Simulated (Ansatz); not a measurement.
Calculated with Ansatz (gas phase, PBE0-D4/def2-TZVP geometries, no zero-point term in ΔE). CCSD(T)/CBS is the MP2 limit (def2-TZVPP, def2-QZVPP) plus CCSD(T) − MP2 in def2-TZVPP, frozen cores. Functionals use def2-TZVPP. B3LYP here is the variant with VWN-RPA as its local correlation; programs differ in this. For Ge outer-core shells are correlated without core-valence functions, which leaves a few kJ/mol of doubt a bond. Scalar relativity is left out up to krypton. One conformer a species, not always the lowest.

Consider the formal exchange of groups at a B–C bond: `CBC(C)=O` + `C[NH][GeH2][F]` → `C[BH][GeH2][F]` + `CNC(C)=O`.

| level | ΔE (kJ/mol) | difference from CCSD(T)/CBS |
| --- | --- | --- |
| r2SCAN-D4 | -26.6 | -11.6 |
| B3LYP-D4 | -21.9 | -6.9 |
| r2SCAN | -26.7 | -11.7 |
| PBE0 | -32.0 | -17.0 |
| MP2/def2-TZVPP | -12.8 | 2.2 |
| SCS-MP2/def2-TZVPP | -10.4 | 4.6 |
| CCSD(T)/def2-TZVPP | -14.4 | 0.6 |
| MP2/def2-QZVPP | -12.7 | 2.3 |
| HF/CBS(def2) | -19.6 | -4.6 |
| MP2/CBS(def2) | -13.4 | 1.6 |
| CCSD(T)/CBS | -15.0 | 0 |

Largest T1 diagnostic among the species: 0.017.

From PBE to PBE0 (25 % exact exchange), in def2-TZVPP and without D4, ΔE moves by −4.3 kJ/mol. In def2-TZVPP, CCSD(T) changes the Hartree–Fock value by +6.6 kJ/mol (the triples alone add +1.3 kJ/mol) and MP2 by +8.2 kJ/mol.
